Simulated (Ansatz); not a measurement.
Ca6O8H4, relaxed as a singlet with RKS r2SCAN-D4/def2-SVP in Ansatz, starting from the GFN1-xTB geometry. Force threshold 0.03 eV/Å.

Start:

```csv
atom,x (Å),y (Å),z (Å)
Ca1,-1.308,1.828,0.234
Ca2,0.187,-2.369,0.907
Ca3,-1.901,-1.267,-1.035
Ca4,1.290,0.163,-1.044
Ca5,-2.591,-0.463,1.872
Ca6,0.706,0.726,2.289
O7,2.985,0.233,-1.958
O8,1.545,-1.181,1.973
O9,-0.494,1.365,-1.951
O10,0.823,1.600,0.429
O11,0.169,-1.588,-1.020
O12,-1.321,1.080,2.449
O13,-1.886,-2.259,1.024
O14,-2.780,0.396,-0.150
H15,1.472,-0.764,1.106
H16,3.814,0.265,-2.420
H17,-0.801,0.572,-1.484
H18,0.088,1.664,-1.220
```

```json
{"step": "1", "energy (eV)": "-127049.8008", "largest force component (eV/Å)": "3.482", "SCF passes": "25"}
{"step": "2", "energy (eV)": "-127052.1958", "largest force component (eV/Å)": "1.205", "SCF passes": "27"}
{"step": "3", "energy (eV)": "-127053.0421", "largest force component (eV/Å)": "1.726", "SCF passes": "28"}
{"step": "4", "energy (eV)": "-127053.2958", "largest force component (eV/Å)": "1.142", "SCF passes": "22"}
{"step": "5", "energy (eV)": "-127053.4735", "largest force component (eV/Å)": "0.972", "SCF passes": "21"}
{"step": "6", "energy (eV)": "-127053.6206", "largest force component (eV/Å)": "0.813", "SCF passes": "21"}
{"step": "7", "energy (eV)": "-127053.7755", "largest force component (eV/Å)": "0.658", "SCF passes": "29"}
{"step": "8", "energy (eV)": "-127053.8714", "largest force component (eV/Å)": "1.109", "SCF passes": "22"}
{"step": "9", "energy (eV)": "-127054.0871", "largest force component (eV/Å)": "0.694", "SCF passes": "27"}
{"step": "10 (rejected)", "energy (eV)": "-127053.7432", "largest force component (eV/Å)": "6.700", "SCF passes": "27"}
{"step": "11", "energy (eV)": "-127054.2035", "largest force component (eV/Å)": "0.559", "SCF passes": "21"}
{"step": "13", "energy (eV)": "-127054.4047", "largest force component (eV/Å)": "0.890", "SCF passes": "21"}
{"step": "15", "energy (eV)": "-127054.7074", "largest force component (eV/Å)": "1.455", "SCF passes": "22"}
{"step": "17", "energy (eV)": "-127054.9360", "largest force component (eV/Å)": "0.592", "SCF passes": "27"}
{"step": "19", "energy (eV)": "-127055.1193", "largest force component (eV/Å)": "0.261", "SCF passes": "26"}
{"step": "21", "energy (eV)": "-127055.4984", "largest force component (eV/Å)": "0.643", "SCF passes": "27"}
{"step": "23", "energy (eV)": "-127055.6571", "largest force component (eV/Å)": "0.447", "SCF passes": "21"}
{"step": "25", "energy (eV)": "-127055.7025", "largest force component (eV/Å)": "0.064", "SCF passes": "21"}
{"step": "27", "energy (eV)": "-127055.7246", "largest force component (eV/Å)": "0.605", "SCF passes": "21"}
{"step": "29 (rejected)", "energy (eV)": "-127055.7148", "largest force component (eV/Å)": "0.421", "SCF passes": "22"}
{"step": "31", "energy (eV)": "-127055.7382", "largest force component (eV/Å)": "0.103", "SCF passes": "20"}
{"step": "33", "energy (eV)": "-127055.7427", "largest force component (eV/Å)": "0.049", "SCF passes": "22"}
{"step": "35", "energy (eV)": "-127055.7438", "largest force component (eV/Å)": "0.030", "SCF passes": "22"}
```

Force components are those of the run's own axes.

End:

```xyz
18

Ca   -1.4309    0.9605   -0.1690
Ca   -0.0543   -1.8065    1.3366
Ca   -2.3174   -2.0069   -0.8387
Ca    1.1985    0.3471   -1.5938
Ca   -3.0374   -0.8647    1.9664
Ca    0.7924    1.0882    2.3985
O     2.9784   -0.1090   -2.5047
O     1.7940   -0.8400    2.3443
O    -0.4987    1.8014   -2.0640
O     0.8449    1.8439    0.3731
O    -0.3447   -1.0217   -0.7018
O    -1.0779    0.1759    2.0896
O    -2.0721   -2.6236    1.2160
O    -3.2649   -0.2452   -0.0583
H     2.7151   -1.1208    2.2957
H     3.7939   -0.3241   -2.9622
H    -0.8370    2.1445   -2.8979
H     0.8181    2.6009   -0.2297
```

Bonds lost: Ca1–H18, Ca2–H15, Ca4–H18, Ca6–H15, O9–H18 (atoms count from 1). Bonds formed: Ca1–O11, Ca2–O12, O10–H18 (atoms count from 1). Metal–metal contacts that move far: Ca1–Ca2 4.51 to 3.44 Å, Ca3–Ca4 3.50 to 4.30 Å, Ca5–Ca6 3.53 to 4.32 Å, Ca4–Ca6 3.43 to 4.08 Å.

The force fell under the threshold at step 34, but the optimiser went on. No frequencies were taken in this run, so the end may be a saddle point.

Run time 9.7 min (4 threads of Arm Neoverse V2 on a shared host), peak host memory 0.85 GiB.
